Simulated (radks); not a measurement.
Results of a calculation; reference values are marked as such.
Question: The vanadium ion V13+ is in [Ne]. Level of theory: Dirac Kohn-Sham, PBE, spin-unpolarised, spherical densities, finite nucleus; Fermi nuclear charge, rms radius of each element as measured or else 0.836 A^(1/3) + 0.57 fm (a radial shooting solver on a logarithmic mesh with Libxc functionals). Sub-shells are occupied by j as written (lower j first in brackets). One electron is removed from 2s1/2, 1s1/2, 2p1/2, 2p3/2 in turn, with full relaxation. Which removal costs least, and what does each cost?

Answer: 2p3/2 897.68 eV; 2p1/2 905.43 eV; 2s1/2 991.54 eV; 1s1/2 5895.2 eV. The 2p3/2 electron leaves first.
